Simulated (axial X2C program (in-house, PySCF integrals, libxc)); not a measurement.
# Testing model relations on KSe⁺

A bond curve at the CCSD(T) level, two-component, was computed with an axial X2C code built on PySCF integrals (basis Se dyall-cv3z [8s9p6d4f1g], K dyall-cv3z [11s12p6d3f] (cores contracted in-house)) for the state Ω = 1 (⟨Sz⟩ = 0.94, ⟨Lz⟩ = 0.06 at HF). Its fit gives Re = 3.4333 Å, ωe = 96.5 cm⁻¹, ωexe = 0.963 cm⁻¹ and αe = 5.940e-04 cm⁻¹; the masses are 79.9165 and 38.9637 u. Two-component means X2C with spin–orbit coupling and atomic mean-field Coulomb and Gaunt terms.

Correlated methods: 14 electrons correlated (number of frozen shells: Se 3 s, 2 p, 1 d; K 2 s, 1 p), 254 virtual spin orbitals or spinors in MP2, 90 natural virtuals in coupled cluster.

Find the reduced mass, Be and the force constant.

From the CCSD(T) values: μ = 26.1931 u. Be = 16.8576/(μ Re²) = 0.0546 cm⁻¹. k = 5.8918×10⁻⁷ μ ωe² = 0.144 mdyn/Å.

A Morse curve ties αe to the other constants (Pekeris). How well does that hold?

αe(Morse) = 6Be²/ωe × (√(ωexe/Be) − 1) = 5.931e-04 cm⁻¹; the CCSD(T) curve gives 5.940e-04 cm⁻¹, a ratio of 1.00.

Estimate the centrifugal constant by the Kratzer relation.

D = 4Be³/ωe² = 6.99e-08 cm⁻¹.

Where do the fundamental and the first overtone lie?

ν(1←0) = ωe − 2ωexe = 94.6 cm⁻¹; ν(2←0) = 2ωe − 6ωexe = 187.2 cm⁻¹.

Estimate De from a Morse curve and compare with the computed well depth of 0.266 eV to Se + K+.

De(Morse) = ωe²/(4ωexe) = 0.300 eV against 0.266 eV computed, a ratio of 1.13. For De the Morse form works well here.

The state is one determinant whose occupation by symmetry is held fixed; it was picked as the lowest of a PBE0 search that is not exhaustive. De is counted from the lowest determinant-based energies of the atoms at the same level, without counterpoise correction. Coupled cluster ran in a truncated set of natural virtual spinors; the MP2 energy of the rest was added. (T) has no such correction and the atoms are truncated less, which lowers De at CCSD(T) by a hundredth of an eV or more. PBE0 can misorder states that lie within some tenths of an eV, so this need not be the ground state of the molecule. The nearest other 2c determinant of the search, Ω = 2, lies 0.31 eV up at the distance of the search. With several unpaired electrons one determinant need not be a pure state. Open-shell Ω = 0 determinants with evenly filled partner blocks cannot be reached by this program, so the Ω shown need not be the lowest component. This is the Ω = 1 component of a π² triplet; the 0⁺ component is not one determinant and can lie lowest. The bond is weak, and without diffuse functions and with truncated virtuals even CCSD(T) can be tens of per cent off in De.
